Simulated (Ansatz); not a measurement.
Stepwise reaction of `N[SiH](N)O[SiH3]` with hydrogen, as a gas-phase model of exchange steps in deposition or etching. ΔE in kJ/mol.

Gas-phase electronic energies from Ansatz, PBE0-D4/def2-TZVP geometries. CBS: MP2 limit from def2 TZ/QZ plus the TZ coupled-cluster correction, frozen cores. This one scheme is used for every species. Functionals use def2-TZVPP. B3LYP here is the variant with VWN-RPA as its local correlation; programs differ in this. Each species was taken in one conformer, which may not be the lowest.

```json
{"step": "2", "reaction": "`N[SiH2]O[SiH3]` + H₂ → `[SiH3]O[SiH3]` + NH₃", "PBE-D4": "45.7", "B3LYP-D4": "47.1", "ωB97M-V": "48.9", "CCSD(T)/CBS": "47.6"}
```

(1) Give the row of step 1, `N[SiH](N)O[SiH3]` + H₂ → `N[SiH2]O[SiH3]` + NH₃. (Estimate.)

(2) By hand: ΔE of the 2 steps together at CCSD(T)/CBS.

## Answers

(1) Computed: 
```csv
step,reaction,PBE-D4,B3LYP-D4,ωB97M-V,CCSD(T)/CBS
1,`N[SiH](N)O[SiH3]` + H₂ → `N[SiH2]O[SiH3]` + NH₃,51.6,54.3,55.5,54.9
```

(2) (54.9) + (47.6) = 102.5 kJ/mol, or 51.2 kJ/mol a step.

In ΔE each step is lower than the one before. All are uphill at CCSD(T)/CBS. PBE-D4 differs from CCSD(T)/CBS by -3.3 to -1.9 kJ/mol a step. Isolated molecules leave out the surface, adducts and barriers. Largest T1 diagnostic: 0.011.
